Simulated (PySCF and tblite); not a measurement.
Results of a calculation; reference values are marked as such.
B2BrH8P3, numbered as in [PH2:1][B@H-:2]1[PH2+:3][B@H-:4]([Br:5])[PH2+:6]1.

The ensemble was built from 60 distance-geometry starts (ETKDG and KDG, UFF, GFN2-xTB) and rests on GFN2-xTB geometries. Weights use PBE0-D3(BJ)/pcSseg-1 energies plus GFN2-xTB zero-point and thermal terms (modes under about 100 cm⁻¹ blended into free rotors). Symmetry numbers and mirror images are counted. Conformers within 2.5 kcal/mol (GFN2-xTB free energy) were kept, 4 at most. Programs: PySCF with density fitting and tblite.

Rotational constants are equilibrium values for the commonest isotopes; dipoles come from the energy level named.

Torsions listed: H1–P1–B2–P3. The 4-ring runs over atoms 2–3–4–6. Of a mirror pair one member is shown.

```tsv
conformer	shape	symmetry
1	4-ring puckered (ring torsions -16, 16, -16, 16°); -160°	C1 (pair)
2	4-ring puckered (ring torsions -17, 17, -17, 17°); 86°	Cs
```

**Question.** Give the rotational constants and dipole components, as needed to look for these species in a jet-cooled rotational spectrum.

**Answer.** 
| conformer | A (MHz) | B (MHz) | C (MHz) | abs μa (D) | abs μb (D) | abs μc (D) | κ | Ic−Ia−Ib (u Å²) |
| --- | --- | --- | --- | --- | --- | --- | --- | --- |
| 1 | 2634 | 579 | 529 | 0.72 | 0.70 | 1.66 | -0.95 | -110.2 |
| 2 | 2642 | 584 | 535 | 0.77 | 0.01 | 0.73 | -0.95 | -111.2 |

**Question.** Which type of transition is strongest for conformer 1?

**Answer.** c-type, since that component is clearly the largest; the top is near-prolate.


Conformer gaps in pcSseg-1 on xTB geometries can be 2 kcal/mol off for S=O, P=O and other polar bonds.